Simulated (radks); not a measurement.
Results of a calculation; reference values are marked as such.
Species: Pd19+. Configuration: [Ar] 3d9. Code: a radial shooting solver on a logarithmic mesh with Libxc functionals. Model: scalar-relativistic Kohn-Sham, LDA (Slater exchange, VWN5 correlation), spin-polarised, spherical densities, finite nucleus; open shells are filled with parallel spins first (spin-orbit coupling, left out, can overturn this in heavy ions); Fermi nuclear charge, rms radius 4.5318 fm. Some entries of the table are withheld. Estimate them.

orbital,occ.,eigenvalue (eV),r(max) (bohr)
1s up,1,-24698.54,0.02068
1s down,1,-24698.48,0.02068
2s up,1,-4077.471,0.1169
2s down,1,-4075.388,0.1168
2p up,3,-3717.079,0.09332
2p down,3,-3715.457,0.09330
3s up,1,-1150.466,0.3382
3s down,1,-1148.054,0.3383
3p up,3,-1031.589,0.3301
3p down,3,-1029.154,0.3302
3d up,5,-846.0940,0.2746
3d down,4,-843.3014,0.2749
4s up,0,(1),0.7603
4s down,0,(2),0.7611
4p up,0,-466.0336,0.7813
4p down,0,-465.3065,0.7823

Answer. 
(1) 4s up eigenvalue (eV): -508.7932
(2) 4s down eigenvalue (eV): -508.0347
